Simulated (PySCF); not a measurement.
A PySCF script (with the pyscf-properties extension) for the NMR shieldings of `[SiH2](C(F)(F)F)C[SiH2]P`, C$_{2}$H$_{8}$F$_{3}$PSi$_{2}$, on a GFN2-xTB geometry:

```python
import basis_set_exchange as bse
import numpy as np
from pyscf import gto, dft
from pyscf.prop import nmr

atoms = """
F    -3.147847   -1.245658    0.468135
C    -2.816120   -0.028839   -0.014773
F    -2.927083   -0.122420   -1.357004
F    -3.796172    0.806779    0.382060
Si   -1.046744    0.550877    0.558731
C     0.119868   -0.801751   -0.056123
Si    1.905983   -0.635151    0.595035
P     2.550239    1.479182    0.251278
H    -0.874604    1.853622   -0.079545
H    -1.166165    0.636922    2.013758
H     0.130760   -0.794796   -1.147456
H    -0.260502   -1.781022    0.235342
H     2.750962   -1.646676   -0.055619
H     1.933630   -0.853236    2.044410
H     2.752006    1.343878   -1.110944
H     3.884191    1.247232    0.528788
"""
names = dict.fromkeys(["F", "C", "Si", "P", "H"], "pcSseg-1")
basis = {el: gto.basis.parse(bse.get_basis(n, elements=[el], fmt="nwchem")) for el, n in names.items()}
mol = gto.M(atom=atoms, basis=basis, charge=0, verbose=0)
mf = dft.RKS(mol, xc="PBE0")
mf.grids.level = 2
mf.grids.alignment = dft.numint.BLKSIZE   # the property module wants whole blocks of grid points
mf.conv_tol = 1e-9
mf.kernel()

calc = nmr.RKS(mf)   # GIAO
C = mf.mo_coeff
Co = C[:, mf.mo_occ > 0]
resp = mf.gen_response(singlet=True, hermi=2)
def vind(x):   # induced exchange potential for any number of trial vectors
    d = np.einsum("pi,xij,qj->xpq", C, 2 * x.reshape(-1, C.shape[1], Co.shape[1]), Co, optimize=True)
    return np.einsum("xpq,pi,qj->xij", resp(d - d.transpose(0, 2, 1)), C, Co, optimize=True).ravel()
mo1, _ = nmr.rhf.solve_mo1(calc, with_cphf=vind)
sigma = calc.kernel(mo1)
for i, s in enumerate(sigma):   # ppm
    print("%2d %-2s %9.2f" % (i, mol.atom_pure_symbol(i), np.trace(s) / 3))
```

**Question.** Give the expected output.

**Answer.** 
```
 0 F     246.42
 1 C      46.82
 2 F     245.29
 3 F     244.84
 4 Si    393.02
 5 C     197.46
 6 Si    398.41
 7 P     623.45
 8 H      27.28
 9 H      27.48
10 H      31.38
11 H      31.18
12 H      26.69
13 H      27.30
14 H      30.70
15 H      30.53
```

These numbers come from an equivalent density-fitted implementation of the same equations, which agrees with the script to about 0.01 ppm for H and up to a few tenths of a ppm for heavy atoms, so last digits may differ.

**Question.** Turn these shieldings into chemical shifts. References, each an isolated molecule treated in the same way: CFCl3 for ¹⁹F (170.95 ppm); ¹³C (186.93 ppm) and ²⁹Si (349.16 ppm) and ¹H (31.72 ppm) vs TMS; ³¹P (318.38 ppm) vs H3PO4.

**Answer.** Averaging equivalent atoms: F 0/2/3: -74.6; C 1: 140.1; C 5: -10.5; Si 4: -43.9; Si 6: -49.3; P 7: -305.1; H 12/13: 4.72; H 8/9: 4.33; H 14/15: 1.10; H 10/11: 0.44 ppm. Unscaled 19F shifts against computed CFCl3 carry errors that often reach 10 to 50 ppm. Experimental scales use liquid or dissolved standards, which lie at an offset from isolated H3PO4.

Size and cost of the density-fitted run: 197 basis functions, 97 s wall time (85 s CPU) on 1 thread of an Intel Xeon, shared host; peak memory 0.87 GiB.
